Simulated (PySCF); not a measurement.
Relaxation of doublet ReOCl2

These are results of PySCF, UPBE, basis Re def2-SVP with ECP60, O def2-SVP, Cl def2-SVP (scalar-relativistic core potentials, no spin–orbit coupling, density fitting), not measurements. A (50,194) grid was used.

A hand-made T-shaped (ligand arrangement 1) start, of Cs symmetry, held to at least that symmetry:

```xyz
4
charge 0 multiplicity 2, angstrom
Re   -0.1915    0.0000   -0.3086
O    -1.9504    0.0000   -0.2472
Cl   -0.1915    0.0000    1.9914
Cl    2.1071    0.0000   -0.2283
```

Optimiser trace:
```csv
step,E − E(last) (kJ/mol),largest gradient (Eh/bohr)
0,168.91,0.05554
1,124.60,0.04736
2,63.82,0.03572
3,39.13,0.05579
4,13.53,0.02235
5,2.90,0.01651
6,0.29,0.00891
7,0.09,0.00346
8,0.00,0.00050
9,0.00,0.00041
10,0.00,0.00017
```

It ends at C2v with Re–Cl 2.239 Å (×2), Re–O 1.669 Å; Cl–Re–Cl 122.4°, Cl–Re–O 118.8° (×2) (after a last refinement on a finer grid). The frequency run here used a shortcut that can spoil soft modes, so no verdict on minimum or saddle point is given. Other isomers or separated fragments may lie lower.

Final geometry:
Z-matrix (Å, degrees; charge 0 multiplicity 2):
```
Re
O  1 1.6688
Cl 1 2.2392 2 118.81
Cl 1 2.2392 2 118.81 3 180.00
```

With open d or f shells other occupations or spin states may lie lower. With an element this heavy the missing spin–orbit coupling can shift these numbers.

The relaxation took roughly 2.8 core-minutes on a shared host.
